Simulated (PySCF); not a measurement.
A structure optimised at PBE-D3(BJ)/def2-SVP, used in a PySCF frequency run:

```xyz
12

Si     0.4815    -0.4208     0.4375
C      1.9429     0.2531    -0.5581
C     -1.1524    -0.0913    -0.4331
C     -2.1434     0.6627     0.0846
H      0.6657    -1.9068     0.6273
H      0.4241     0.2289     1.7969
H      1.8527     1.3496    -0.6944
H      2.9021     0.0437    -0.0426
H      1.9847    -0.2161    -1.5621
H     -1.3102    -0.5343    -1.4357
H     -3.0893     0.8454    -0.4551
H     -2.0542     1.1332     1.0798
```

Task: Write its SMILES and formula.

Result: C=C[SiH2]C, C₃H₈Si

Task: What are its rotational constants (standard atomic weights)?

Result: 13.373, 2.9714, 2.7559 GHz
